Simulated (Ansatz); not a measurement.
Single points on Hf₄.

```yaml
crystal:
  periodic: [false, false, false]
  atoms:
    - {symbol: Hf, position_ang: [1.182691, -0.709774, -1.007926]}
    - {symbol: Hf, position_ang: [0.439531, -0.309587, 1.643878]}
    - {symbol: Hf, position_ang: [-0.073976, 1.688760, -0.366007]}
    - {symbol: Hf, position_ang: [-1.548245, -0.669399, -0.269946]}
basis:
  gaussian: {orbitals: def2-TZVPD, initial_orbitals: start.molden}
hamiltonian: {xc: pbe0, dispersion: d4}
scf: {omitted_lower_state_checks: [starts]}
output: {orbitals: {seedname: orbitals}}
```

The file start.molden holds the orbitals of an earlier run on this structure, at another level or in another basis.

```sh
$ ansatz run in.yaml --threads 4 --pin off --events-out ev --progress --plain --max-ram 3916MiB
```

Shortened log:

```
Functional definition: PBE0
1756 factors; their error is unknown
mean field evaluation 1: about -5216.6521 eV, gradient 5.4e1 eV
mean field evaluation 2: about -5217.2177 eV, gradient 1.3e0 eV
mean field evaluation 4: about -5217.2671 eV, gradient 1.5e-1 eV
mean field evaluation 8: about -5217.2672 eV, gradient 2.5e-5 eV
mean field -5217.26722559 eV, -191.7310341499 hartree, gradient 2.5e-5 eV, S^2 0.000000; 0 other end points of the search recorded, 0 dependent functions left out
reference -5217.26725571 eV, -191.7310352566 hartree; 24, 24 occupied and 148, 148 virtual orbitals, 1756 factors
Total energy: -5217.37124723 eV, -191.7348568745 hartree
Checks for a lower state left out: starts
```

Hardware: 4 threads of Arm Neoverse V2 on a shared host. Wall time 4.7 s.

First input, but with `hamiltonian: {xc: r2scan, dispersion: d4}` (abridged; 9.5 s):

```
Functional definition: r2SCAN
mean field -5220.91186004 eV, -191.8649719954 hartree, gradient 4.4e-5 eV, S^2 0.000000
Total energy: -5220.92916225 eV, -191.8656078397 hartree
Checks for a lower state left out: starts
```

First input, but with `hamiltonian: {xc: pbe, dispersion: d4}` (abridged; 3.3 s):

```
Functional definition: PBE
mean field -5222.49668029 eV, -191.9232130652 hartree, gradient 2.1e-5 eV, S^2 0.000000
Total energy: -5222.61796144 eV, -191.9276700652 hartree
Checks for a lower state left out: starts
```

Geometry: r2SCAN-D4/def2-SVPD, that of the charge -1 doublet.

In the def2 sets Hf takes a core potential; there is no spin–orbit coupling. A triplet lies near this restricted singlet, and broken spin symmetry wasn't tried. The order of the spin states hangs on the level: the triplet lies 0.17 eV below the singlet at PBE0-D4/def2-TZVPD, but 0.01 eV above it at PBE-D4/def2-TZVPD. The structure comes from a short search, and lower isomers may exist.
